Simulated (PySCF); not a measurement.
A GIAO shielding run with PySCF 2.14.0 with density-fitted response routines (density fitting, non-relativistic, gas phase) on `COC1=C[C+](C(F)(F)F)C[C@H]1F`, [C₇H₇F₄O]+:

```
{"job": {"kind": "nmr", "xc": "PBE0", "basis": "pcSseg-1"}, "charge": 1, "multiplicity": 1}
C     -3.110735    -0.181608    -0.050896
O     -1.995458    -0.653450    -0.802821
C     -0.800340    -0.360041    -0.536233
C     -0.246490     0.453016     0.494800
C      1.108611     0.368859     0.444026
C      2.061332     1.127139     1.349012
F      2.697469     2.062977     0.641390
F      1.415291     1.723730     2.343549
F      2.973394     0.309220     1.865968
C      1.606543    -0.527710    -0.615619
C      0.333496    -0.920174    -1.382173
F      0.200441    -2.255563    -1.562675
H     -3.997723    -0.543884    -0.570258
H     -3.122192     0.909288    -0.005267
H     -3.088529    -0.588157     0.962971
H     -0.806183     1.021512     1.219315
H      2.078189    -1.421283    -0.184211
H      2.375488    -0.053844    -1.233680
H      0.307593    -0.460776    -2.384659
```

Hardware: 1 thread of an x86-64 server CPU, shared host. The job also computes population analyses, field gradients, ring-centre shieldings.

(1) How large is the calculation?

(2) How long does it take?

Results:

(1) 92 electrons, 239 basis functions and 1236 auxiliary functions.

(2) 43 s of wall time, with 14 SCF cycles and 5 response iterations. Times on a shared host scatter by some tens of per cent.
